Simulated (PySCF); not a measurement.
PySCF job for Si(F)(Me)2(SeH) (C2H7FSeSi), SMILES C[Si](F)([SeH])C, PBE-D3(BJ)/def2-SVP. Geometry optimised at PBE-D3(BJ)/def2-SVP. Other conformers were not sampled.

```python
import numpy as np
from pyscf import gto, scf, dft, df
from pyscf.hessian import thermo

mol = gto.M(
    atom='''
    C     1.82021844   -0.21404265   -1.41034850
    Si    0.44233847   -0.67842106   -0.23028566
    C    -0.67750801   -2.01098253   -0.92088199
    F     1.11994932   -1.24222963    1.16163065
    Se   -0.75032140    1.17071343    0.46654637
    H     1.40597894    0.22417992   -2.34138680
    H     2.49482370    0.53415637   -0.94984018
    H     2.41594412   -1.10907456   -1.68599340
    H    -1.44569049   -2.30112760   -0.17744777
    H    -1.19945146   -1.64965221   -1.83053446
    H    -0.08938198   -2.91134545   -1.19549240
    H    -1.19984023    1.43671967   -0.92517557
    ''',
    basis='def2-SVP',
    charge=0,
    spin=0,
    max_memory=1600,
    verbose=3,
)
mf = dft.RKS(mol, xc='pbe').density_fit(auxbasis='def2-universal-jkfit')
mf.disp = 'd3bj'
mf.grids.level = 3
mf.conv_tol = 1e-11
mf.max_cycle = 100
mf.kernel()

# [left out here: the lines that compute and print the analytic Hessian (its translational invariance restored by hand, since the grid's response is missing), thermochemistry and intensities]
```

Program output:

```
converged SCF energy = -2870.1928564291

WARN: DFTD3 does not support analytical Hessian, using finite difference


WARN: Mole.unit (angstrom) is changed to Bohr

Mode                                 0                   1                   2
Irrep
Freq [cm^-1]                       61.9353            142.4779            147.0010
Reduced mass [au]                   1.0941              1.1447              1.6784
Force const [Dyne/A]                0.0025              0.0137              0.0214
Char temp [K]                      89.1111            204.9940            211.5017
Normal mode                   x     y     z       x     y     z       x     y     z
       0   C                -0.04  0.04 -0.02    0.04 -0.05  0.00    0.00 -0.07 -0.04
       1  Si                -0.01 -0.01  0.00    0.02  0.01 -0.00   -0.02  0.01 -0.03
       2   C                 0.03 -0.04  0.02   -0.03  0.05 -0.00    0.05 -0.04 -0.05
       3   F                -0.02 -0.01  0.00    0.01  0.01 -0.00   -0.05  0.07  0.01
       4  Se                -0.00 -0.00 -0.00   -0.01 -0.01  0.00    0.01 -0.00  0.03
       5   H                -0.06  0.00 -0.02    0.06 -0.40 -0.17    0.00 -0.35 -0.18
       6   H                -0.06  0.07 -0.04   -0.13  0.20 -0.15   -0.11  0.12 -0.19
       7   H                -0.01  0.05 -0.01    0.22 -0.03  0.33    0.12 -0.07  0.21
       8   H                 0.05 -0.07  0.04    0.18 -0.16  0.14   -0.13  0.10 -0.19
       9   H                -0.01 -0.05  0.04   -0.31  0.22  0.22    0.28 -0.16 -0.23
      10   H                 0.05 -0.03  0.01   -0.05  0.15 -0.36    0.09 -0.10  0.22
      11   H                 0.75  0.54 -0.14    0.05  0.04 -0.01   -0.05  0.08  0.06
Mode                                 3                   4                   5
Irrep
Freq [cm^-1]                      155.3747            166.7849            202.4912
Reduced mass [au]                   2.1385              1.6426              4.5031
[...]
Reduced mass [au]                   1.2535              1.7479              2.7983
Force const [Dyne/A]                0.3735              0.6014              1.0011
Char temp [K]                    1023.1637           1099.4929           1121.1306
Normal mode                   x     y     z       x     y     z       x     y     z
       0   C                -0.04  0.07 -0.03   -0.07  0.02 -0.05   -0.09 -0.05  0.02
       1  Si                -0.00 -0.00  0.00    0.00 -0.01 -0.04    0.10  0.07 -0.02
       2   C                 0.07 -0.06  0.03   -0.01  0.07 -0.06   -0.07 -0.07  0.01
       3   F                -0.01 -0.01  0.00    0.04 -0.03  0.10   -0.01 -0.01  0.00
       4  Se                 0.00  0.00 -0.00   -0.00  0.00 -0.00   -0.00 -0.00  0.00
       5   H                 0.34 -0.01 -0.23    0.31  0.07 -0.18    0.03  0.07  0.03
       6   H                 0.13 -0.12  0.02   -0.10 -0.12  0.22   -0.25 -0.06  0.28
       7   H                -0.25 -0.18  0.31   -0.07 -0.06  0.23    0.02  0.01  0.10
       8   H                -0.08  0.16 -0.03    0.20  0.09  0.17   -0.20 -0.26 -0.19
       9   H                 0.14  0.36  0.14   -0.20 -0.30 -0.08    0.06  0.00 -0.05
      10   H                -0.31 -0.22 -0.20    0.14  0.08  0.19   -0.01 -0.01 -0.10
      11   H                -0.04 -0.03  0.01   -0.04  0.06  0.02   -0.00 -0.00 -0.00
Mode                                15                  16                  17
Irrep
Freq [cm^-1]                      821.2287            893.7078           1216.1304
Reduced mass [au]                   1.5437              4.7992              1.2908
Force const [Dyne/A]                0.6134              2.2585              1.1248
Char temp [K]                    1181.5652           1285.8465           1749.7409
Normal mode                   x     y     z       x     y     z       x     y     z
       0   C                -0.00  0.09  0.04   -0.02  0.00 -0.05   -0.07 -0.03  0.06
       1  Si                 0.04 -0.05 -0.02    0.05 -0.03  0.11    0.01  0.01 -0.00
       2   C                -0.07  0.04  0.05   -0.01  0.01 -0.05   -0.06 -0.07 -0.03
       3   F                -0.02  0.02 -0.02   -0.05  0.05 -0.11   -0.00 -0.00  0.00
       4  Se                -0.00  0.00 -0.00    0.00 -0.00 -0.00   -0.00 -0.00  0.00
       5   H                 0.00 -0.14 -0.07    0.19  0.07 -0.11    0.34  0.03 -0.11
       6   H                 0.28 -0.03 -0.21   -0.04 -0.06  0.10    0.18 -0.02 -0.30
       7   H                -0.31 -0.17  0.19    0.06  0.02  0.06    0.20  0.22 -0.19
       8   H                -0.11 -0.31 -0.13    0.09  0.04  0.08    0.11  0.23  0.25
       9   H                 0.11 -0.06 -0.09   -0.14 -0.18 -0.04    0.15  0.32  0.01
      10   H                 0.30  0.26  0.07   -0.02 -0.04  0.08    0.31  0.14  0.09
      11   H                -0.01  0.02  0.01   -0.06  0.10  0.04    0.00  0.00 -0.00
Mode                                18                  19                  20
Irrep
Freq [cm^-1]                     1220.4108           1369.1009           1370.6439
Reduced mass [au]                   1.2559              1.0499              1.0514
Force const [Dyne/A]                1.1021              1.1595              1.1637
Char temp [K]                    1755.8994           1969.8314           1972.0514
Normal mode                   x     y     z       x     y     z       x     y     z
       0   C                 0.07  0.02 -0.06   -0.02 -0.01 -0.03    0.02 -0.04  0.00
       1  Si                -0.00  0.00  0.01   -0.00 -0.00  0.00   -0.00 -0.00  0.00
       2   C                -0.05 -0.07 -0.04   -0.01 -0.01  0.04   -0.03  0.03 -0.00
       3   F                -0.00  0.00 -0.00    0.00  0.00 -0.00    0.00  0.00 -0.00
       4  Se                 0.00 -0.00 -0.00    0.00  0.00 -0.00    0.00  0.00 -0.00
       5   H                -0.34 -0.02  0.11   -0.18  0.27  0.18    0.17  0.37  0.12
       6   H                -0.18  0.01  0.31    0.22 -0.15 -0.14   -0.22  0.34 -0.26
       7   H                -0.19 -0.22  0.21    0.28  0.06  0.41   -0.17 -0.18  0.08
       8   H                 0.12  0.23  0.25   -0.05  0.28  0.10    0.32 -0.27  0.24
       9   H                 0.15  0.33  0.02    0.15 -0.29 -0.17    0.36  0.01 -0.22
      10   H                 0.31  0.14  0.11    0.03  0.17 -0.47   -0.23 -0.12  0.00
      11   H                -0.00  0.00  0.00    0.00  0.00 -0.00    0.00  0.00 -0.00
Mode                                21                  22                  23
Irrep
Freq [cm^-1]                     1377.5603           1384.5915           2352.3942
Reduced mass [au]                   1.0455              1.0458              1.0204
Force const [Dyne/A]                1.1689              1.1813              3.3269
Char temp [K]                    1982.0026           1992.1188           3384.5715
Normal mode                   x     y     z       x     y     z       x     y     z
       0   C                 0.02  0.02  0.03    0.02 -0.03  0.01   -0.00  0.00 -0.00
       1  Si                -0.00  0.00  0.01    0.00 -0.01  0.00    0.00 -0.00  0.00
       2   C                -0.02 -0.00  0.03    0.02 -0.03  0.01   -0.00  0.00 -0.00
       3   F                 0.00 -0.00 -0.00   -0.00  0.00  0.00   -0.00 -0.00 -0.00
       4  Se                -0.00  0.00 -0.00   -0.00 -0.00 -0.00    0.00 -0.00  0.01
       5   H                 0.10 -0.38 -0.21    0.22  0.25  0.05    0.00 -0.00  0.00
       6   H                -0.14  0.03  0.23   -0.28  0.37 -0.19   -0.00 -0.00  0.00
       7   H                -0.21  0.00 -0.41   -0.27 -0.19 -0.05   -0.00 -0.00 -0.00
       8   H                 0.07  0.18  0.19   -0.31  0.35 -0.18    0.00  0.00  0.00
       9   H                 0.27 -0.26 -0.24   -0.28 -0.11  0.15    0.00 -0.00  0.00
      10   H                -0.05  0.12 -0.44    0.24  0.17 -0.15    0.00  0.00 -0.00
      11   H                -0.00  0.01  0.00   -0.00  0.00  0.00   -0.31  0.19 -0.92
Mode                                24                  25                  26
Irrep
Freq [cm^-1]                     2974.0122           2975.6265           3071.2757
Reduced mass [au]                   1.0359              1.0359              1.1019
Force const [Dyne/A]                5.3985              5.4039              6.1237
Char temp [K]                    4278.9414           4281.2640           4418.8819
Normal mode                   x     y     z       x     y     z       x     y     z
       0   C                 0.02  0.00 -0.02    0.02  0.00 -0.02    0.03 -0.05  0.02
       1  Si                -0.00 -0.00  0.00   -0.00  0.00  0.00    0.00  0.00 -0.00
       2   C                 0.02  0.03  0.02   -0.02 -0.03 -0.02   -0.04  0.04 -0.02
       3   F                 0.00  0.00 -0.00   -0.00  0.00 -0.00    0.00  0.00 -0.00
       4  Se                 0.00  0.00 -0.00    0.00 -0.00 -0.00    0.00  0.00 -0.00
       5   H                 0.16 -0.16  0.33    0.16 -0.16  0.33   -0.18  0.18 -0.41
       6   H                -0.20 -0.23 -0.15   -0.21 -0.24 -0.16    0.03  0.02  0.02
       7   H                -0.23  0.36  0.10   -0.24  0.37  0.10   -0.25  0.37  0.12
       8   H                -0.24 -0.08  0.24    0.24  0.09 -0.24    0.02  0.02 -0.04
       9   H                -0.19  0.14 -0.33    0.18 -0.14  0.32    0.22 -0.15  0.40
      10   H                 0.25 -0.36 -0.11   -0.24  0.35  0.11    0.24 -0.38 -0.12
      11   H                -0.00 -0.00  0.00    0.00  0.00  0.00   -0.00 -0.00  0.00
Mode                                27                  28                  29
Irrep
Freq [cm^-1]                     3073.3407           3089.5057           3089.6290
Reduced mass [au]                   1.1015              1.1024              1.1022
Force const [Dyne/A]                6.1298              6.1998              6.1990
Char temp [K]                    4421.8531           4445.1109           4445.2882
Normal mode                   x     y     z       x     y     z       x     y     z
       0   C                 0.03 -0.05  0.02   -0.02 -0.02 -0.02   -0.04 -0.05 -0.05
       1  Si                 0.00 -0.00  0.00    0.00 -0.00 -0.00   -0.00 -0.00 -0.00
       2   C                 0.04 -0.04  0.02    0.04  0.01 -0.07   -0.02 -0.00  0.03
       3   F                -0.00  0.00 -0.00    0.00  0.00  0.00    0.00  0.00  0.00
       4  Se                -0.00  0.00  0.00   -0.00  0.00  0.00    0.00  0.00  0.00
       5   H                -0.18  0.18 -0.41    0.06 -0.07  0.13    0.12 -0.15  0.28
       6   H                 0.04  0.02  0.02    0.20  0.22  0.13    0.46  0.51  0.31
       7   H                -0.25  0.37  0.12   -0.07  0.09  0.03   -0.16  0.22  0.06
       8   H                -0.03 -0.02  0.04   -0.52 -0.20  0.50    0.23  0.09 -0.22
       9   H                -0.22  0.15 -0.40    0.17 -0.11  0.28   -0.07  0.05 -0.12
      10   H                -0.24  0.38  0.12   -0.14  0.23  0.06    0.06 -0.10 -0.03
      11   H                -0.00  0.00 -0.00    0.00 -0.00  0.00    0.00  0.00  0.00
temperature 298.1500 [K]
pressure 101325.00 [Pa]
Rotational constants [GHz] 3.28543 1.37748 1.34948
Symmetry number 1
Zero-point energy (ZPE) 0.08245 [Eh]   216463.363 [J/mol]
                           tot       elec      trans        rot        vib
Entropy [J/mol/K]       391.765      0.000    171.816    118.640    101.309
Cv [J/mol/K]            123.249      0.000     12.472     12.472     98.305
Cp [J/mol/K]            131.563      0.000     20.786     12.472     98.305
Internal energy [J/mol]                      3718.434   3718.434 232630.481
Internal energy [Eh]   -2870.10142  -2870.19286
Enthalpy [J/mol]                             6197.391   3718.434 232630.481
Enthalpy [Eh]          -2870.10048
Gibbs free energy [J/mol]                  -45029.629 -31654.022 202425.258
Gibbs free energy [Eh] -2870.14496
mode   freq/cm-1   IR/(km/mol)
   1       61.94         6.493
   2      142.48         0.132
   3      147.00         0.563
   4      155.37         1.456
   5      166.78         0.491
   6      202.49         3.066
   7      208.25         0.412
   8      259.06        11.113
   9      382.91        36.921
  10      605.42         6.742
  11      656.45        36.164
  12      667.99         0.450
  13      711.13         0.553
  14      764.19        16.153
  15      779.22       105.273
  16      821.23       163.654
  17      893.71       122.626
  18     1216.13        39.940
  19     1220.41        20.137
  20     1369.10         1.889
  21     1370.64         0.351
  22     1377.56         5.357
  23     1384.59         8.312
  24     2352.39        13.595
  25     2974.01         0.200
  26     2975.63         2.297
  27     3071.28         0.140
  28     3073.34         5.888
  29     3089.51         1.296
  30     3089.63         0.363
max |gradient| / (hartree/bohr): 0.00022781810330216383
APT charges: [-0.4258  1.6334 -0.4257 -0.6207 -0.3282  0.0363  0.0384  0.0139  0.0383
  0.0363  0.0137 -0.0101]
```

Self-consistency was reached.
